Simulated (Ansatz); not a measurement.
Z-matrix (Å, degrees):
```
C
O 1 1.388
O 1 1.405 2 111.7
H 1 1.093 2 106.1 3 121.0
H 1 1.095 2 111.9 3 -119.0
H 2 0.962 1 108.4 3 62.6
B 3 1.357 1 120.2 2 90.0
O 7 1.356 3 116.9 1 -174.5
H 7 1.203 3 120.9 1 6.5
H 8 0.958 7 112.6 3 -178.8
```

The species carries charge 0 and has multiplicity 1.

List the ωB97M-V/def2-TZVPP orbital energies in eV (Ansatz). (An estimate is asked.)

The calculation gave: Occupied: -526.46, -526.45, -526.41, -284.26, -188.75, -32.81, -31.62, -30.86, -22.02, -19.00, -17.63, -16.59, -16.07, -15.05, -14.20, -13.33, -12.39, -11.62, -11.34, -11.14. Lowest empty: 2.33, 2.50, 2.58, 3.56, 3.92, 4.44, 5.08, 5.50.
